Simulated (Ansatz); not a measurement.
Reaction (atomization): `N=C[SiH](N)F` → C• + F• + 5 H• + 2 N• + Si•

Calculated with Ansatz (gas phase, PBE0-D4/def2-TZVP geometries, no zero-point term in ΔE). CBS: MP2 limit from def2 TZ/QZ plus the TZ coupled-cluster correction, frozen cores. This one scheme is used for every species, atoms too. DFT in def2-TZVPP. Open shells (•) are unrestricted, without spin–orbit coupling. Spin–orbit coupling would lower the free atoms: a little for C, F, Si. Each species was taken in one conformer, which may not be the lowest.

CCSD(T)/CBS gives +907.5 kcal/mol.

Q: Another level gave +894.4 kcal/mol. Which?
A. SCS-MP2/def2-TZVPP
B. r2SCAN0/def2-TZVPP
C. LC-ωPBE/def2-TZVPP
D. ωB97M-V/def2-TZVPP

A: A. SCS-MP2/def2-TZVPP 894.4, ωB97M-V 910.9, LC-ωPBE 902.0, r2SCAN0 881.3 kcal/mol.

Largest T1 diagnostic among the species: 0.012.

From r2SCAN to r2SCAN0 (25 % exact exchange), in def2-TZVPP and without D4, ΔE moves by −19.6 kcal/mol: exact exchange takes away binding that semilocal exchange gives to molecules. At CCSD(T), def2-SVP lies −72.6 kcal/mol from the extrapolated value and def2-TZVPP −30.3 kcal/mol: correlation converges slowly with the basis, and small sets miss more of it in the bonded molecule than in its fragments. In def2-TZVPP, CCSD(T) changes the Hartree–Fock value by +252.8 kcal/mol (the triples alone add +15.6 kcal/mol) and MP2 by +270.4 kcal/mol; breaking electron pairs costs correlation energy, which Hartree–Fock lacks.

For atomizations the MP2-based limit and the directly extrapolated one differ by several kJ/mol either way, and by 10 to 25 for some Ge, Se and Sn compounds, so smaller differences from it don't rank the levels.
